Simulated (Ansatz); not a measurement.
```xyz
10

C     1.5653    0.0566    0.7163
S     0.0332    0.9536    1.0957
Si   -1.0883    0.5155   -0.6470
S    -1.3720   -1.5766   -0.9830
H     1.3537   -0.9899    0.4989
H     2.1944    0.1192    1.6035
H     2.0864    0.5148   -0.1239
H    -0.3977    0.9566   -1.8851
H    -2.3712    1.2344   -0.4605
H    -2.0038   -1.7841    0.1851
```

The species carries charge 0 and has multiplicity 1.

(1) List the CAM-B3LYP/def2-TZVPP orbital energies in eV (the Gaussian-basis code of Ansatz). (An estimate is asked.)

## Answers

(1) The calculation gave: Occupied: -2419.80, -2419.65, -1801.93, -279.66, -217.87, -217.70, -162.44, -162.36, -162.29, -162.25, -162.19, -162.08, -146.41, -101.76, -101.73, -101.70, -23.66, -22.27, -19.73, -16.23, -13.88, -13.78, -13.30, -11.97, -11.37, -11.07, -10.11, -8.94, -8.37. Lowest empty: 1.10, 1.32, 1.67, 1.84, 2.58, 2.81, 3.49, 3.89.
